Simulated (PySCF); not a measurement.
# Structure from NMR data

An unknown has the formula C₅H₇ClO₃Si. Its calculated NMR data are:

¹H NMR (600 MHz, computed): δ 8.23 (s, 1H), 8.22 (t, 1H), 4.55 (m, 2H), 0.39 (t, 3H).

¹³C{¹H} NMR (computed): δ 160.9 (C), 158.8 (CH), 155.1 (CH), 147.3 (C), -8.4 (CH3).

Calculated, not measured (PySCF 2.14.0 with density-fitted response routines): geometry from GFN2-xTB, shielding tensors at PBE0/pcSseg-1 (GIAO). A single conformation, no relativistic terms, equivalent nuclei averaged, isolated molecule.

δ = σ(ref) − σ, references computed at the same level: ¹H (31.72 ppm), ¹³C (186.93 ppm) against TMS.

Deduce the structure.

Results:


The formula gives 3 degrees of unsaturation (no ring in the answer). 5 carbon signals for 5 carbons: no two carbons are equivalent. Carbon types of the structure: 2 × C, 2 × CH, 1 × CH3, leaving 2 H on heteroatoms. δC 160.9, 158.8: anhydride carbonyl carbon; it is a carbonyl in resonance with an O or N lone pair, the region of acids, esters and amides. δC 155.1: β carbon of a C=C–C=O unit; conjugation with the carbonyl draws π density from the β position. δC 147.3: α carbon of a C=C–C=O unit; the olefinic region. δC -8.4: methyl carbon bonded to Si; an electropositive neighbour leaves it electron-rich and shielded. δH 8.23: hydrogen on an anhydride carbonyl carbon. δH 4.55: hydrogen on a silicon bonded to 2 C. δH 0.39: hydrogen on a methyl carbon bonded to Si; an electropositive neighbour shields it, as in TMS itself.

Structure: SMILES C[SiH2]/C=C(\Cl)C(=O)OC=O.

This is the structure that produced the data.

Carbons that carry Cl, above all several Cl atoms, come out too deshielded, partly because spin–orbit coupling is missing. Shifts are as computed. Against solution values, carbons near 30 ppm lie about +3 ppm off and those near 130 ppm about +5 ppm; carbons on Cl a further +6 ppm. Of 1211 compounds with measured shifts, 218 miss one by over three times the rms of a fit or turn the order of signals round; such compounds aren't used in these exercises. No couplings were computed; multiplicities are counted from neighbouring protons, with m where these are inequivalent, close in shift, in a saturated or five-membered ring or joined by F or P, and br s for small geminal =CH2 splittings.
